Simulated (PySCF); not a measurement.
## Computed data sheet: `C1CC[Si]2(C1)CCCC2`

C₈H₁₆Si.
Structure used (GFN2-xTB), in Å, numbered top down from 1:
```
atom  x, y, z in Å
C1     2.3663    1.2118   -0.4662
C2     2.6992   -0.1733    0.0780
C3     1.5307   -1.1049   -0.2380
Si4   -0.0003    0.0000    0.0345
C5     1.0001    1.6242    0.0781
C6    -1.1208   -0.3531    1.5380
C7    -2.3966   -0.9061    0.9056
C8    -2.6712   -0.1263   -0.3758
C9    -1.4115   -0.1646   -1.2386
H10    3.1404    1.9337   -0.1973
H11    2.3198    1.1599   -1.5558
H12    3.6348   -0.5449   -0.3452
H13    2.8244   -0.1056    1.1604
H14    1.5710   -2.0005    0.3776
H15    1.5941   -1.4275   -1.2771
H16    1.1101    1.9826    1.1014
H17    0.5809    2.4416   -0.5042
H18   -0.7135   -1.0522    2.2649
H19   -1.3506    0.5681    2.0732
H20   -3.2445   -0.8426    1.5911
H21   -2.2474   -1.9578    0.6528
H22   -3.5335   -0.5365   -0.9055
H23   -2.8985    0.9094   -0.1153
H24   -1.4395    0.6104   -2.0011
H25   -1.3547   -1.1218   -1.7565
```

From GFN2-xTB geometry:

* Point group of the GFN2-xTB geometry: D2
* Rotational constants A, B, C of the GFN2-xTB geometry: 2.856, 0.886, 0.851 GHz

**PBE0/pcSseg-1 ground state and GIAO shieldings, non-relativistic (PySCF)**

* Dipole moment: 0.00 D
* HOMO energy: -7.73 eV
* LUMO energy: 1.35 eV
* HOMO–LUMO gap: 9.08 eV
* Lowest Hirshfeld atomic charge: -0.17 e on C3/C5/C6/C9
* Highest Hirshfeld atomic charge: +0.40 e on Si4
* 13C chemical shifts (computed TMS as zero) by class: 31.7 (C1/C2/C7/C8), 15.2 (C3/C5/C6/C9) ppm
* 1H chemical shifts (computed TMS as zero) by class: 1.58 (H10/H11/H12/H13/H20/H21/H22/H23), 0.70 (H14/H15/H16/H17/H18/H19/H24/H25) ppm
* Isotropic shieldings of nuclei other than C and H, by class: 313 (Si4) ppm
* Mayer bond orders between heavy atoms: C1–C2 1.03, C2–C3 1.04, C3–Si4 0.90, Si4–C5 0.90, Si4–C6 0.90, C6–C7 1.04, C7–C8 1.03, C8–C9 1.04, C5–C1 1.04, C9–Si4 0.90

Monoisotopic mass (most abundant isotopes): 140.1021 u.

The rotational constants make it an asymmetric top with κ = (2B − A − C)/(A − C) = -0.96, nearer the prolate limit (−1). Point group D2 forbids a permanent dipole, so the rigid molecule has no electric-dipole pure rotational spectrum. With B = h/(8π²I), that is 505.379 GHz u Å² over I, the principal moments of inertia are 176.9, 570.2 and 593.7 u Å² (most abundant isotopes).

One conformer (not necessarily the lowest) at the GFN2-xTB geometry, without solvent or vibrations. NMR classes are plain means over equivalent atoms (diastereotopic ones count apart unless rotation or inversion swaps them), as if these changed places fast; in this geometry the members of some classes differ.

For the NMR shielding job (PBE0/pcSseg-1), the run took 42 s of wall time on Arm Neoverse V2, one thread, on a shared host.
